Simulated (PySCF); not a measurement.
## Relaxation of singlet TaNCl₂

Method: PySCF, PBE0, basis Ta def2-TZVP with ECP60, N def2-TZVP, Cl def2-TZVP (scalar-relativistic core potentials, no spin–orbit coupling, density fitting). A (50,194) grid was used.

A hand-made T-shaped (ligand arrangement 1) start, of Cs symmetry, held to at least that symmetry:

```xyz
4
charge 0 multiplicity 1, angstrom
Ta   -0.2250    0.0000   -0.3382
N    -2.0839    0.0000   -0.2733
Cl   -0.2250    0.0000    2.1118
Cl    2.2235    0.0000   -0.2527
```

Optimiser trace:
```tsv
step	E − E(last) (kJ/mol)	largest gradient (Eh/bohr)
0	273.91	0.12836
1	157.82	0.05630
2	110.90	0.02161
3	79.48	0.05311
4	45.57	0.03356
5	14.81	0.02207
6	11.68	0.03646
7	2.65	0.00872
8	1.69	0.00988
9	0.50	0.00655
10	0.14	0.00373
11	0.01	0.00098
12	0.00	0.00028
13	0.00	0.00002
```

It ends at C2v with Ta–Cl 2.331 Å (×2), Ta–N 1.675 Å; Cl–Ta–Cl 137.8°, Cl–Ta–N 111.1° (×2) (after a last refinement on a finer grid). A frequency run shows 1 imaginary mode, down to 77i cm⁻¹, so it is a saddle point. Other isomers or separated fragments may lie lower.

Final geometry:
```xyz
4
charge 0 multiplicity 1, angstrom
Ta   -0.1097    0.0000   -0.0769
N    -1.4812    0.0000   -1.0375
Cl   -0.6706    0.0000    2.1854
Cl    1.8247    0.0000   -1.3770
```

With an element this heavy the missing spin–orbit coupling can shift these numbers.

The relaxation took 43 s on 4 threads of a shared Arm Neoverse V1 host, with 145 basis functions and 14 gradients; the process peaked at 0.81 GiB. Launch command: `OMP_NUM_THREADS=4 python axn.py task.json out`.
